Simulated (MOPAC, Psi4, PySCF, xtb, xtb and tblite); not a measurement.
Two geometries of SMILES CC(C)(C)[NH][GeH3], relaxed at GFN2-xTB with one dihedral held; other torsions can differ between them too.

Structure A

```
19

Ge     1.2863    -0.4826     2.3905
N      0.8289    -0.0718     0.7111
C     -0.4714     0.1056     0.0882
C     -0.5801     1.5300    -0.4722
C     -0.6360    -0.9093    -1.0510
C     -1.5597    -0.1170     1.1321
H      0.7653    -1.8270     2.8233
H      2.7792    -0.4985     2.3816
H      0.7935     0.5315     3.3869
H      1.5762     0.0612     0.0483
H      0.1862     1.7007    -1.2257
H     -1.5546     1.6911    -0.9263
H     -0.4415     2.2523     0.3293
H     -1.6102    -0.8037    -1.5218
H     -0.5417    -1.9202    -0.6603
H      0.1325    -0.7591    -1.8068
H     -2.5446     0.0068     0.6891
H     -1.4825    -1.1230     1.5402
H     -1.4476     0.5993     1.9437
```

Structure B

```
19

Ge     1.3214     0.0751     2.4047
N      0.8056    -0.2614     0.7133
C     -0.4813     0.0316     0.0993
C     -0.4743     1.4287    -0.5341
C     -0.7436    -1.0193    -0.9871
C     -1.5705    -0.0500     1.1615
H      0.5122    -0.7626     3.3428
H      2.7563    -0.3356     2.4446
H      1.2142     1.5128     2.8599
H      1.5434    -0.1925     0.0258
H      0.2919     1.4923    -1.3046
H     -1.4383     1.6533    -0.9841
H     -0.2607     2.1770     0.2281
H     -1.7124    -0.8551    -1.4519
H     -0.7262    -2.0142    -0.5493
H      0.0234    -0.9694    -1.7574
H     -2.5489     0.1182     0.7187
H     -1.5565    -1.0323     1.6279
H     -1.3990     0.7039     1.9297
```

**Question.** Which is lower in energy at the level M06-2X/def2-TZVP // GFN2-xTB (Psi4), and by how much?

**Answer.** B is lower, by 0.84 kcal/mol (dihedral C4–C3–N2–Ge1: 120° in A, 90° in B).

E(B) − E(A) in kcal/mol at the other levels, on the same two geometries: GFN2-xTB (xtb and tblite) -0.81; PBE0/def2-TZVP // GFN2-xTB (Psi4) -0.87; PBE0-D3(BJ)/def2-TZVP // GFN2-xTB (Psi4) -0.93; PBE/def2-TZVP // GFN2-xTB (Psi4) -1.04; PBE-D3(BJ)/def2-TZVP // GFN2-xTB (Psi4) -1.11; AM1, restricted, heats of formation // GFN2-xTB (MOPAC) -0.42; PM3, restricted, heats of formation // GFN2-xTB (MOPAC) -2.57; GFN1-xTB // GFN2-xTB (xtb) -1.31; restricted B3LYP/6-31G*, spherical d, density fitting // GFN2-xTB (PySCF) -1.05; restricted M06-2X/6-31G*, spherical d, density fitting // GFN2-xTB (PySCF) -1.04; restricted MP2 (frozen core)/3-21G // GFN2-xTB (PySCF) 0.67.
